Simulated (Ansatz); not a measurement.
Start from `[NH2][Al]([F])[SiH3]` and change one atom or group to get `[NH2][Al]([F])[SH]`.

Ansatz, PBE0-D4/def2-TZVP geometries, multiplicity 1. Each molecule was computed in one conformer, which needn't be the lowest.

```csv
property,`[NH2][Al]([F])[SiH3]`
HOMO energy (ωB97M-V/def2-TZVPP) / eV,-10.12
LUMO energy (PBE/def2-TZVPP) / eV,-1.63
zero-point energy (PBE0-D4/def2-TZVP) / kJ/mol,138.8
LUMO energy (PBE0/def2-TZVPP) / eV,-0.88
HOMO–LUMO gap (ωB97M-V/def2-TZVPP) / eV,10.93
size of the dipole moment (B3LYP/def2-TZVPP) / D,2.12
```

(1) Give the same properties after the change, and the shifts. (Best estimate.)

Answers

(1) Computed: 
```
                                        property  `[NH2][Al]([F])[SH]`  shift
           HOMO energy (ωB97M-V/def2-TZVPP) / eV                 -9.82   0.30
               LUMO energy (PBE/def2-TZVPP) / eV                 -1.24   0.39
  zero-point energy (PBE0-D4/def2-TZVP) / kJ/mol                  99.3  -39.5
              LUMO energy (PBE0/def2-TZVPP) / eV                 -0.41   0.47
         HOMO–LUMO gap (ωB97M-V/def2-TZVPP) / eV                 10.98   0.05
size of the dipole moment (B3LYP/def2-TZVPP) / D                  1.55  -0.57
```

With PBE0 the HOMO rises by 0.21 eV and the LUMO rises by 0.47 eV, so the gap widens by about 0.26 eV. PBE moves the HOMO by 0.15 eV and ωB97M-V by 0.30 eV. The zero-point energy changes by -39.5 kJ/mol with -6 modes. Dipoles are sizes alone; their direction can turn.

B3LYP here is the variant with VWN-RPA as its local correlation; programs differ in this.
